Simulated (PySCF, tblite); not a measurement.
Isomers of C4H9ClSSi. Method: GFN2-xTB as coded in tblite; computed harmonic values from a numerical Hessian at the method's own geometry, unscaled. Against measured fundamentals such values can be off by several per cent, at times by over 20. Modes of hydrogen on silicon can be 10 to 20 % off. One conformer each.

Electronic energies: PBE0/pcSseg-1 single points on the GFN2-xTB geometries (PySCF, gas phase).

| SMILES | electronic energy, lowest = 0 (kJ/mol) |
| --- | --- |
| Cl[SiH]1CCSCC1 | 0.0 |
| C=CSCC[SiH2]Cl | 132.6 |
| C/C=C(/Cl)SC[SiH3] | 287.1 |

Task: How do GFN2-xTB zero-point energies change the relative energies?

Result: 
```tsv
SMILES	ZPE (kJ/mol)	of it from modes above 1550 cm⁻¹	electronic (kJ/mol)	with ZPE, lowest = 0 (kJ/mol)	lowest mode (cm⁻¹)	rings
Cl[SiH]1CCSCC1	318.9	156.1	0.0	0.0	59	1
C=CSCC[SiH2]Cl	303.5	164.2	132.6	117.2	22	0
C/C=C(/Cl)SC[SiH3]	294.7	159.3	287.1	262.9	22	0
```

The zero-point energies span 24.2 kJ/mol, from `C/C=C(/Cl)SC[SiH3]` to `Cl[SiH]1CCSCC1`. The order is unchanged.

Task: And how do the electronic energies of GFN2-xTB itself compare?

Result: `Cl[SiH]1CCSCC1` 0.0; `C=CSCC[SiH2]Cl` 89.8; `C/C=C(/Cl)SC[SiH3]` 183.5 kJ/mol, lowest = 0. Against the energies above, taken from the same isomer `Cl[SiH]1CCSCC1`, the largest difference is 103.6 kJ/mol.
